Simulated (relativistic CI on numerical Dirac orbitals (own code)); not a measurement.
**What each ingredient does to the levels of Pm21+**

Base calculation: Dirac-Coulomb-Breit CI, orbitals from a KLI potential per configuration, QED by a radiative potential, unscaled Slater integrals.

Configurations in the expansion (outside the closed core [Ar] 3d10): 4s2 4p6 4d4, 4s2 4p5 4d5, 4s2 4p6 4d3 4f, 4s 4p6 4d5, 4s2 4p6 4d3 5s, 4s 4p6 4d4 4f, 4s2 4p6 4d3 5p, 4s2 4p6 4d2 4f 5s, 4s2 4p6 4d3 5d, 4s2 4p6 4d2 5s 5p, 4s2 4p6 4d3 6s, 4p6 4d6, 4p5 4d7, 4s2 4p6 4d2 5s2, 4s2 4p6 4d 4f 5s2, 4s 4p6 4d2 4f 5s2, 4s2 4p6 4d 5s2 5p. Double excitations out of closed p, d and f shells are left out; levels of such configurations are missing from the list, as are those of other unlisted configurations, and high levels can miss mixing partners.

The lowest level and the first level of each name with at least 55 % of one term (blank where a level has no safe partner in the second run):

```tsv
Level	Base (cm⁻¹)	Shift (cm⁻¹)
4s2 4p6 4d4 5D_0	0	0
4s2 4p6 4d4 5D_1	25710	-117
4s2 4p6 4d4 5D_2	43148	-167
4s2 4p6 4d4 5D_3	53750	-176
4s2 4p6 4d4 3G_3	92648	-194
4s2 4p6 4d4 3H_5	100595	-225
4s2 4p6 4d4 3P_1	103001	-232
4s2 4p6 4d4 3H_6	108245	-233
4s2 4p6 4d4 3G_4	116251	-233
4s2 4p6 4d4 3G_5	150168	-349
4s2 4p6 4d4 3D_1	151871	-322
4s2 4p6 4d4 1I_6	155524	-345
4s2 4p6 4d4 1S_0	169331	-329
4s2 4p6 4d4 3P_0	216529	-316
4s2 4p5 4d5 7P°_4	858325	+293
4s2 4p5 4d5 7P°_3	897904	+265
4s2 4p5 4d5 5P°_1	931292	+248
4s2 4p5 4d5 5G°_6	931475	+260
4s2 4p5 4d5 5H°_7	950779	+259
4s2 4p5 4d5 5D°_0	977326	+140
```

At this charge energies of transitions that change n are usually good to better than 1 %, and those within a shell (Δn = 0) to a few per cent. Terms inside the open d or f shell come out 10 to 20 % too wide with unscaled integrals.

(1) One thing was changed in a second run, which moved the levels as shown. Which?
A. Breit term removed
B. configuration mixing switched off
C. QED terms removed

Results:

(1) C. QED terms removed. QED shifts follow the density of s (and p1/2) electrons at the nucleus, so configurations move by their count of such electrons; where none moves, the smaller shifts of p3/2 electrons and of j = l + 1/2 against j = l − 1/2 set the pattern.

LS names give the leading component of a level, which can be under half, so a name can repeat, a term be missing and a line seem to break the LS rules.
